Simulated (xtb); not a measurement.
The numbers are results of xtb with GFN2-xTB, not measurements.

```
xtb start.xyz --ohess tight --gfn 2 --chrg 0 --uhf 0 --iterations 400

# start.xyz
4

Br    -0.141170     2.619321    -0.105544
In     0.113258    -0.075437     0.344836
Br     2.303333    -1.192635    -0.131590
Br    -2.275421    -1.351249    -0.107701
```

Output:

```
[...]
          :  net charge                          0          :
          :  unpaired electrons                  0          :
          ...................................................

 iter      E             dE          RMSdq      gap      omega  full diag
   1    -13.6490074 -0.136490E+02  0.571E-04    2.56       0.0  T
   2    -13.6490074 -0.445652E-10  0.347E-04    2.56     144.3  T
   3    -13.6490074 -0.333973E-10  0.372E-04    2.56     134.5  T

   *** convergence criteria satisfied after 3 iterations ***

         #    Occupation            Energy/Eh            Energy/eV
      -------------------------------------------------------------
         1        2.0000           -0.8695729             -23.6623
       ...           ...                  ...                  ...
         6        2.0000           -0.4860153             -13.2251
         7        2.0000           -0.4646693             -12.6443
         8        2.0000           -0.4634355             -12.6107
         9        2.0000           -0.4634184             -12.6103
        10        2.0000           -0.4627497             -12.5921
        11        2.0000           -0.4627365             -12.5917
        12        2.0000           -0.4549678             -12.3803 (HOMO)
        13                         -0.3608691              -9.8197 (LUMO)
        14                         -0.1974337              -5.3724
        15                         -0.0716749              -1.9504
        16                         -0.0716578              -1.9499
        17                         -0.0280866              -0.7643
       ...                                ...                  ...
        36                          1.7656700              48.0463
      -------------------------------------------------------------
                  HL-Gap            0.0940987 Eh            2.5606 eV
             Fermi-level           -0.4079185 Eh          -11.1000 eV


         :::::::::::::::::::::::::::::::::::::::::::::::::::::
         ::                     SUMMARY                     ::
         :::::::::::::::::::::::::::::::::::::::::::::::::::::
         :: total energy             -13.638678463398 Eh    ::
         :: gradient norm              0.000071913530 Eh/a0 ::
         :: HOMO-LUMO gap              2.560554783313 eV    ::
         ::.................................................::
         :: SCC energy               -13.649004614307 Eh    ::
         :: -> isotropic ES            0.015060373530 Eh    ::
         :: -> anisotropic ES          0.004637398504 Eh    ::
         :: -> anisotropic XC         -0.005579277458 Eh    ::
         :: -> dispersion             -0.004292291093 Eh    ::
         :: repulsion energy           0.010326150909 Eh    ::
         :: add. restraining           0.000000000000 Eh    ::
         :: total charge               0.000000000000 e     ::
         :::::::::::::::::::::::::::::::::::::::::::::::::::::

           -------------------------------------------------
          |                Numerical Hessian                |
           -------------------------------------------------
step length          :   0.00500
SCC accuracy         :   0.30000
Hessian scale factor :   1.00000
frozen atoms in %    :   0.00000    0
RMS gradient         :   0.00007
estimated CPU  time      0.00 min
estimated wall time      0.00 min

writing file <hessian>.

 projected vibrational frequencies (cm⁻¹)
eigval :       -0.00    -0.00    -0.00     0.00     0.00     0.00
eigval :       51.92    51.93    58.14   172.19   253.21   253.31
           -------------------------------------------------
          |                Property Printout                |
           -------------------------------------------------

    * Orbital Energies and Occupations

         #    Occupation            Energy/Eh            Energy/eV
      -------------------------------------------------------------
         1        2.0000           -0.8695731             -23.6623
         2        2.0000           -0.8695590             -23.6619
         3        2.0000           -0.8676139             -23.6090
         4        2.0000           -0.6027112             -16.4006
         5        2.0000           -0.4860268             -13.2255
         6        2.0000           -0.4860154             -13.2252
         7        2.0000           -0.4646695             -12.6443
         8        2.0000           -0.4634357             -12.6107
         9        2.0000           -0.4634184             -12.6103
        10        2.0000           -0.4627499             -12.5921
        11        2.0000           -0.4627367             -12.5917
        12        2.0000           -0.4549680             -12.3803 (HOMO)
        13                         -0.3608692              -9.8198 (LUMO)
        14                         -0.1974336              -5.3724
        15                         -0.0716747              -1.9504
        16                         -0.0716581              -1.9499
        17                         -0.0280864              -0.7643
        18                         -0.0280827              -0.7642
        19                         -0.0101236              -0.2755
        20                         -0.0101187              -0.2753
        21                         -0.0062019              -0.1688
        22                         -0.0000436              -0.0012
        23                          0.0013385               0.0364
       ...                                ...                  ...
        36                          1.7656696              48.0463
      -------------------------------------------------------------
                  HL-Gap            0.0940987 Eh            2.5606 eV
             Fermi-level           -0.4079186 Eh          -11.1000 eV
Molecule has the following symmetry elements: (C3) 3*(C2) (S3) 4*(sigma)
It seems to be the D3h point group

     #   Z          covCN         q      C6AA      α(0)
     1  35 Br       0.811    -0.085   187.038    22.050
     2  49 In       2.433     0.256   280.840    32.369
     3  35 Br       0.811    -0.085   187.040    22.050
     4  35 Br       0.811    -0.085   187.040    22.050

 Mol. C6AA /au·bohr⁶  :       3323.360712
 Mol. C8AA /au·bohr⁸  :     279391.583924
 Mol. α(0) /au        :         98.517898

Wiberg/Mayer (AO) data.
largest (>0.10) Wiberg bond orders for each atom

 ---------------------------------------------------------------------------
     #   Z sym  total        # sym  WBO       # sym  WBO       # sym  WBO
 ---------------------------------------------------------------------------
     1  35 Br   1.407 --     2 In   1.016     3 Br   0.196     4 Br   0.196
     2  49 In   3.047 --     1 Br   1.016     4 Br   1.016     3 Br   1.016
     3  35 Br   1.407 --     2 In   1.016     4 Br   0.196     1 Br   0.196
     4  35 Br   1.407 --     2 In   1.016     3 Br   0.196     1 Br   0.196
 ---------------------------------------------------------------------------

Topologies differ in total number of bonds
Writing topology from bond orders to xtbtopo.mol

molecular dipole:
                 x           y           z       tot (Debye)
 q only:       -0.000       0.000      -0.000
   full:       -0.000       0.000      -0.001       0.002
molecular quadrupole (traceless):
                xx          xy          yy          xz          yz          zz
 q only:       -1.418      -0.001      -1.416       0.098      -0.048       2.835
  q+dip:       -5.339      -0.004      -5.345       0.370      -0.183      10.685
   full:       -7.087      -0.006      -7.096       0.491      -0.243      14.183

           -------------------------------------------------
          |                Geometry Summary                 |
           -------------------------------------------------

      molecular mass/u    :      354.5286700
   center of mass at/Å    :       -0.0000031       0.0000082      -0.0000258
  moments of inertia/u·Å² :        0.7440371E+03   0.7441252E+03   0.1488162E+04
rotational constants/cm⁻¹ :        0.2265698E-01   0.2265429E-01   0.1132782E-01

 * 3 selected distances

     #   Z          #   Z                                           value/Å
     1  35 Br       2  49 In                                      2.4914389 (min)
     2  49 In       3  35 Br                                      2.4917514 (max)
     2  49 In       4  35 Br                                      2.4916652

 * 1 distinct bonds (by element types)

   Z      Z             #   av. dist./Å        max./Å        min./Å
  35 Br  49 In          3     2.4916185     2.4917514     2.4914389

           -------------------------------------------------
          |               Frequency Printout                |
           -------------------------------------------------
 projected vibrational frequencies (cm⁻¹)
eigval :       -0.00    -0.00    -0.00     0.00     0.00     0.00
eigval :       51.92    51.93    58.14   172.19   253.21   253.31
 reduced masses (amu)
   1: 82.55   2: 83.26   3: 89.49   4: 88.92   5: 87.74   6: 81.39   7: 85.25   8: 85.25
   9:103.51  10: 79.90  11: 98.16  12: 98.17
 IR intensities (km·mol⁻¹)
   1:  0.00   2:  0.00   3:  0.00   4:  0.00   5:  0.00   6:  0.00   7:  5.58   8:  5.52
   9:  9.79  10:  0.00  11:  9.16  12:  9.12
 Raman intensities (Ä⁴*amu⁻¹)
   1:  0.00   2:  0.00   3:  0.00   4:  0.00   5:  0.00   6:  0.00   7:  0.00   8:  0.00
   9:  0.00  10:  0.00  11:  0.00  12:  0.00
 output can be read by thermo (or use thermo option).
 writing <g98.out> molden fake output.
 recommended (thermochemical) frequency scaling factor: 1.0
           -------------------------------------------------
          |             Thermodynamic Functions             |
           -------------------------------------------------

d3h symmetry found (for desy threshold:  0.10E+00) used in thermo

          ...................................................
          :                      SETUP                      :
          :.................................................:
          :  # frequencies                           6      :
          :  # imaginary freq.                       0      :
          :  linear?                             false      :
          :  only rotor calc.                    false      :
          :  symmetry                              d3h      :
          :  rotational number                       6      :
          :  scaling factor                  1.0000000      :
          :  rotor cutoff                   50.0000000 cm⁻¹ :
          :  imag. cutoff                  -20.0000000 cm⁻¹ :
          :.................................................:

    mode    ω/cm⁻¹     T·S(HO)/kcal·mol⁻¹    T·S(FR)/kcal·mol⁻¹   T·S(vib)
   ------------------------------------------------------------------------
       1     51.92    -1.41412 ( 53.76%)    -1.04530 ( 46.24%)    -1.24356
       2     51.93    -1.41397 ( 53.78%)    -1.04523 ( 46.22%)    -1.24354
       3     58.14    -1.34740 ( 64.65%)    -1.01176 ( 35.35%)    -1.22874
       4    172.19    -0.71896 ( 99.29%)    -0.69019 (  0.71%)    -0.71876
       5    253.21    -0.50927 ( 99.85%)    -0.57596 (  0.15%)    -0.50937
       6    253.31    -0.50907 ( 99.85%)    -0.57585 (  0.15%)    -0.50917
   ------------------------------------------------------------------------

   temp. (K)  partition function   enthalpy   heat capacity  entropy
                                   cal/mol     cal/K/mol   cal/K/mol   J/K/mol
 298.15  VIB   296.                 2540.859     10.055     18.290
         ROT  0.365E+06              888.752      2.981     28.436
         INT  0.108E+09             3429.611     13.036     46.726
         TR   0.646E+28             1481.254      4.968     43.471
         TOT                        4910.8651    18.0041    90.1968   377.3835

       T/K    H(0)-H(T)+PV         H(T)/Eh          T*S/Eh         G(T)/Eh
   ------------------------------------------------------------------------
    298.15    0.782596E-02    0.974124E-02    0.428554E-01   -0.331142E-01
   ------------------------------------------------------------------------

         :::::::::::::::::::::::::::::::::::::::::::::::::::::
         ::                  THERMODYNAMIC                  ::
         :::::::::::::::::::::::::::::::::::::::::::::::::::::
         :: total free energy         -13.671792642106 Eh   ::
         ::.................................................::
         :: total energy              -13.638678463476 Eh   ::
         :: zero point energy           0.001915274364 Eh   ::
         :: G(RRHO) w/o ZPVE           -0.035029452994 Eh   ::
         :: G(RRHO) contrib.           -0.033114178630 Eh   ::
         :::::::::::::::::::::::::::::::::::::::::::::::::::::

optimized geometry written to: xtbopt.xyz

           -------------------------------------------------
          | TOTAL ENERGY              -13.638678463476 Eh   |
          | TOTAL ENTHALPY            -13.628937227431 Eh   |
          | TOTAL FREE ENERGY         -13.671792642106 Eh   |
          | GRADIENT NORM               0.000070995044 Eh/α |
          | HOMO-LUMO GAP               2.560557016273 eV   |
           -------------------------------------------------

------------------------------------------------------------------------
```

Cost: roughly 0.23 core-seconds.
